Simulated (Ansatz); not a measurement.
`B[Si](Cl)(Cl)Cl` → `[BH2]`• + `Cl[Si](Cl)Cl`•  (homolysis of the B–Si bond)

Computed with Ansatz on PBE0-D4/def2-TZVP structures; ΔE is electronic, products minus reactants. CCSD(T)/CBS adds triple-zeta CCSD(T) − MP2 to the extrapolated MP2 energy (def2 sets, frozen cores). This one scheme is used for every species. Functionals use def2-TZVPP. B3LYP here is the variant with VWN-RPA as its local correlation; programs differ in this. No spin–orbit coupling; open shells (•) take unrestricted orbitals.

```
             level  ΔE (kJ/mol)  difference from CCSD(T)/CBS
       LDA (SPW92)        412.2                         27.0
         revPBE-D4        357.0                        -28.2
           BLYP-D4        356.6                        -28.6
           PBE0-D4        369.7                        -15.5
          B3LYP-D4        365.2                        -20.0
          PBE-QIDH        375.1                        -10.1
            revPBE        339.9                        -45.3
             BHLYP        358.8                        -26.4
RPA@PBE/def2-TZVPP        356.5                        -28.7
      MP2/def2-SVP        370.5                        -14.7
     CCSD/def2-SVP        367.1                        -18.1
  CCSD(T)/def2-SVP        371.0                        -14.2
     HF/def2-TZVPP        283.1                       -102.1
SCS-MP2/def2-TZVPP        379.0                         -6.2
CCSD(T)/def2-TZVPP        376.1                         -9.1
    CCSD/CBS(def2)        379.4                         -5.8
       CCSD(T)/CBS        385.2                            0
```

Question: What do rigid-rotor, harmonic-oscillator terms from PBE0-D4/def2-TZVP frequencies (298.15 K, 1 bar) make of the CCSD(T)/CBS value? (Best estimate.)

Answer: Ansatz gave: ΔZPE = -16.5 kJ/mol, ΔH = +372.5 kJ/mol, ΔS = 145 J/(mol·K), ΔG = +329.4 kJ/mol. Open shells count their whole term as degenerate.

Largest T1 diagnostic among the species: 0.012.

At CCSD(T), def2-SVP lies −14.2 kJ/mol from the extrapolated value and def2-TZVPP −9.1 kJ/mol: correlation converges slowly with the basis, and small sets miss more of it in the bonded molecule than in its fragments. From PBE to PBE0 (25 % exact exchange), in def2-TZVPP and without D4, ΔE moves by +4.0 kJ/mol.
